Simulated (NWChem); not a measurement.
# GeH4S; SMILES [SH][GeH3]

Results from NWChem. All runs use the structure optimised with PBE-D3(BJ)/def2-SVP.

For level Hartree-Fock/pcseg-1:

```yaml
orbital gap (eV): 13.24
dipole (D): 1.67
```

Task: How do the values read with level Hartree-Fock/aug-pcseg-1 instead?

Result: 
* **orbital gap (eV)**: 10.96
* **dipole (D)**: 1.50
